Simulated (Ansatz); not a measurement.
Calculated with Ansatz (gas phase, PBE0-D4/def2-TZVP geometries, no zero-point term in ΔE). CBS: MP2 limit from def2 TZ/QZ plus the TZ coupled-cluster correction, frozen cores. DFT in def2-TZVPP. For Ge outer-core shells are correlated without core-valence functions, which leaves a few kJ/mol of doubt a bond. Scalar relativity is left out up to krypton. One conformer a species, not always the lowest.

`C[SiH](C)[N]([GeH3])[SiH2]Cl` + `C=CCCl` → `C[SiH](C)CCl` + `C=C[N]([GeH3])[SiH2]Cl`  (formal exchange of groups at the Si–N bond)

CCSD(T)/CBS gives +0.91 eV.

(1) Another level gave +0.81 eV. Which?
A. PBE0-D4/def2-TZVPP
B. CCSD(T)/def2-TZVPP
C. ωB97X-V/def2-TZVPP
D. PBE0/def2-TZVPP

Largest T1 diagnostic among the species: 0.012.

Results:

(1) A. PBE0-D4 0.81, CCSD(T)/def2-TZVPP 0.92, PBE0 0.77, ωB97X-V 0.86 eV.

In def2-TZVPP, CCSD(T) changes the Hartree–Fock value by −0.07 eV (the triples alone add −0.01 eV) and MP2 by −0.06 eV. The D4 term adds +0.07 eV with B3LYP and +0.04 eV with PBE0; it sums over pairs of atoms, weighted by their polarisabilities, and B3LYP, whose exchange is more repulsive, gets the larger term.

B3LYP here is the variant with VWN-RPA as its local correlation; programs differ in this.
